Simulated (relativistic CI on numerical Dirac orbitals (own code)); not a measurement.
**Hyperfine structure of La10+, mass number 139**

Method of calculation: Dirac-Coulomb-Breit CI, separate exchange-only KLI orbitals for each configuration, a model potential for QED, unscaled Slater integrals (own radial code, finite nucleus).

CI space (outside the closed core [Kr]): 4d10 5s, 4d10 5p, 4d10 4f, 4d10 5d, 4d10 5f, 4d10 5g, 4d9 5s 4f, 4d10 6s, 4d9 5s2, 4d10 6p, 4d10 6d. Double excitations out of closed p, d and f shells are left out; levels of such configurations are missing from the list, as are those of other unlisted configurations, and high levels can miss mixing partners.

Nuclear spin I = 7/2, μ = 2.7791 μN, Q = 0.206 b (tables of Stone and Pyykkö). The electronic factors are computed for point nuclear moments, without core polarisation or the Bohr-Weisskopf and QED corrections.

```tsv
Level	E (eV)	A (MHz)	B (MHz)
4d10 5s 2S_1/2	0.0000	65000	
4d10 5p 2P°_1/2	17.9818	17730	
4d10 5p 2P°_3/2	21.8631	2697	1320
4d10 4f 2F°_5/2	23.2183	510.3	136
4d10 4f 2F°_7/2	23.4559	279.1	156
4d10 5d 2D_3/2	51.2628	1020	173
4d10 5d 2D_5/2	51.9253	418.7	225
4d10 6s 2S_1/2	72.5830	26740
```

Levels with J = 0, under 50 % of one LS term, or S terms without an open s electron are left out. Small factors come from cancelling terms and can be off by tens of per cent or more.

At this charge transitions that keep the count of f electrons are usually good to a few per cent. Levels and lines within the n = 5 or 6 shells can be off by up to 10 % or somewhat more, and those that change n by about 2 %, since core polarisation is missing. Levels that differ in their count of f electrons can be misplaced by several ten thousand cm⁻¹, since the correlation energy of f electrons is missing or only estimated; rates across such gaps can be off by orders of magnitude.

Problem. Give the hyperfine levels of 4d10 5s 2S_1/2 relative to its centre of gravity.

Solution. With K = F(F + 1) − I(I + 1) − J(J + 1), E = AK/2: F = 3: -146200, F = 4: 113700 MHz.

LS names give the leading component of a level, which can be under half, so a name can repeat, a term be missing and a line seem to break the LS rules.
